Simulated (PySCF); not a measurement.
A structure optimised at B3LYP-D3(BJ)/def2-SVP, used in a PySCF frequency run:

```
Si
O 1 1.6353
C 2 1.4142 1 126.01
H 3 1.1001 2 108.39 1 -174.33
H 3 1.1035 4 108.62 2 120.90
H 3 1.1040 4 108.68 5 117.95
O 1 1.6411 2 109.44 3 -65.34
H 7 0.9642 1 117.87 2 179.15
O 1 1.6412 2 110.39 3 174.09
H 9 0.9644 1 117.47 2 -62.64
Cl 1 2.0825 2 108.23 3 54.25
```
Charge 0, spin multiplicity 1.

Task: Write its SMILES and formula.

Result: CO[Si](O)(O)Cl, CH5ClO3Si

Task: What are its rotational constants (standard atomic weights)?

Result: 2.4463, 2.0674, 1.5861 GHz
